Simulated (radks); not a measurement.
Question: Pb+, configuration [Hg] 6p1. All-electron calculation, non-relativistic Kohn-Sham, LDA (Slater exchange, Perdew-Wang correlation), spin-unpolarised, spherical densities, point nucleus; relativity is left out, which matters for an element this heavy. Program: a radial shooting solver on a logarithmic mesh with Libxc functionals. Some entries of the table are withheld. Estimate them.

orbital  occ.  eigenvalue (eV)  r(max) (bohr)
1s          2        -78950.02        0.01226
2s          2        -13309.74        0.06655
2p          6              (1)        0.05156
3s          2        -3178.483         0.1814
3p          6        -2945.106         0.1704
3d         10        -2508.079         0.1335
4s          2        -708.4043         0.4024
4p          6        -606.0142         0.4007
4d         10              (2)         0.3915
4f         14        -159.7998         0.3445
5s          2        -122.0791         0.8739
5p          6         -87.6509         0.9189
5d         10              (3)          1.063
6s          2              (4)          2.184
6p          1              (5)          2.596
7s          0          -4.0051          5.638
5f          0          -0.9886          11.04

Answer: 
(1) 2p eigenvalue (eV): -12820.87
(2) 4d eigenvalue (eV): -416.6078
(3) 5d eigenvalue (eV): -32.1272
(4) 6s eigenvalue (eV): -16.6267
(5) 6p eigenvalue (eV): -10.1809
